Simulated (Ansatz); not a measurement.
Saddle point of AlSiH$_{6}$O$_{2}$F$_{2}$, doublet (AlSiH₃OF ([F][Al][O][SiH3]) + H₂O + HF → AlHOF ([OH][Al][F]) + SiH₄O ([OH][SiH3]) + HF; bonds formed: O2–H7, H5–F8; bonds broken: H5–O6, H7–F8), PBE0-D4/def2-TZVP structure:

```
12
angstrom
Al -1.0362 1.0800 0.5954
O -0.0725 -0.4675 0.2343
Si -0.5331 -1.8512 -0.5977
F -1.9430 1.3178 -0.7799
H 1.4037 1.4270 0.5185
O 0.4905 2.1131 0.5745
H 1.0049 -0.2073 0.3046
F 2.0738 0.4336 0.4125
H -0.2484 -1.6885 -2.0405
H 0.2441 -2.9830 -0.0429
H -1.9817 -2.0265 -0.3541
H 0.5975 2.8526 1.1753
```

Energies are electronic, without zero-point energy. Barriers and step energies count from the start structure reached by relaxing down the imaginary mode; all methods use the PBE0-D4 structures, on which another method's saddle can fall below an end. Computed with Ansatz 0.2.0 (basis: def2-TZVPP, with def2-QZVPP for the basis limit); correlated methods freeze the cores; orbitals are unrestricted. B3LYP uses VWN-RPA correlation. Extrapolation: Hartree–Fock as exp(−7.88 √X), correlation as X^−2.97.

```json
{"method": "SPW92", "barrier (kcal/mol)": "-1.82", "step energy (kcal/mol)": "0.19"}
{"method": "PBE-D4", "barrier (kcal/mol)": "1.62", "step energy (kcal/mol)": "1.01"}
{"method": "BLYP-D4", "barrier (kcal/mol)": "2.53", "step energy (kcal/mol)": "0.82"}
{"method": "r2SCAN-D4", "barrier (kcal/mol)": "?", "step energy (kcal/mol)": "1.30"}
{"method": "B97M-V", "barrier (kcal/mol)": "?", "step energy (kcal/mol)": "1.99"}
{"method": "PBE0-D4", "barrier (kcal/mol)": "2.94", "step energy (kcal/mol)": "1.36"}
{"method": "B3LYP-D4", "barrier (kcal/mol)": "3.38", "step energy (kcal/mol)": "1.08"}
{"method": "r2SCAN0-D4", "barrier (kcal/mol)": "3.25", "step energy (kcal/mol)": "1.48"}
{"method": "BHLYP-D4", "barrier (kcal/mol)": "4.98", "step energy (kcal/mol)": "1.34"}
{"method": "CAM-B3LYP-D4", "barrier (kcal/mol)": "3.01", "step energy (kcal/mol)": "0.93"}
{"method": "wB97X-V", "barrier (kcal/mol)": "3.70", "step energy (kcal/mol)": "1.14"}
{"method": "wB97M-V", "barrier (kcal/mol)": "4.17", "step energy (kcal/mol)": "1.10"}
{"method": "B2PLYP", "barrier (kcal/mol)": "4.04", "step energy (kcal/mol)": "1.55"}
{"method": "PBE-QIDH", "barrier (kcal/mol)": "3.97", "step energy (kcal/mol)": "1.77"}
{"method": "RPA on PBE", "barrier (kcal/mol)": "4.09", "step energy (kcal/mol)": "1.61"}
{"method": "HF", "barrier (kcal/mol)": "?", "step energy (kcal/mol)": "2.60"}
{"method": "MP2", "barrier (kcal/mol)": "4.00", "step energy (kcal/mol)": "1.75"}
{"method": "CCSD", "barrier (kcal/mol)": "5.37", "step energy (kcal/mol)": "1.79"}
{"method": "CCSD(T)", "barrier (kcal/mol)": "4.62", "step energy (kcal/mol)": "1.73"}
```

(1) Fill in the withheld barriers. (To be estimated.)

T1 diagnostic: at most 0.013. ⟨S²⟩ of the unrestricted Hartree–Fock references: 0.75 (a pure state has 0.75).

Answers

(1) The calculation gives: B97M-V 5.54; r2SCAN-D4 2.26; HF 9.40 kcal/mol. Each is the energy of the saddle less that of the start structure, by the same method.

For comparison, the barrier by CCSD(T) at an estimated basis limit (MP2 extrapolated from triple and quadruple zeta, plus CCSD(T) − MP2 in triple zeta) is 4.82 kcal/mol.

Labels in which every atom is bracketed show which atoms are joined, not bond orders.

For scale, one of the runs: CCSD(T)/def2-TZVPP, 292 basis functions, launched by `ansatz run in.yaml --threads 5 --pin off --events-out ev --progress --plain --max-ram 66560MiB --backend cuda --devices 0, --max-vram 37GiB`. Hardware: 5 CPU threads of an AMD EPYC 7R13 and a share of one NVIDIA H100, shared host. Wall time 23 s; peak host memory 0.86 GiB.
